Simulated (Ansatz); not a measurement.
Correlation energies of F₂H₄SSi₂, SMILES `F[SiH2]S[SiH2]F` by basis set

Z-matrix (Å, degrees):
```
Si
S 1 2.124
F 1 1.595 2 110.6
H 1 1.479 2 110.7 3 -118.8
H 1 1.477 2 107.2 3 117.5
Si 2 2.124 1 97.9 3 85.7
F 6 1.595 2 110.6 1 85.8
H 6 1.479 2 110.7 1 -32.9
H 6 1.477 2 107.2 1 -156.7
```

Total charge 0; spin multiplicity 1. Geometry: relaxed with PBE0-D4/def2-TZVP. It is one conformer, not always the lowest. Frozen core, restricted reference, Ansatz. CBS rows extrapolate triple and quadruple zeta; past MP2 they add the triple-zeta difference.

```tsv
basis	HF (Eh)	MP2 corr.	CCSD corr.	(T)	CCSD(T) total
def2-SVP	-1176.30352	-0.69051	-0.73596	-0.01506	-1177.05454
def2-TZVPP	-1176.92334	-0.91588	-0.95785	-0.03279	-1177.91398
def2-QZVPP	-1176.96298	-1.00063	–	–	–
CBS(def2)	-1176.96844	-1.06341	-1.10537	as TZ	-1178.10660
```
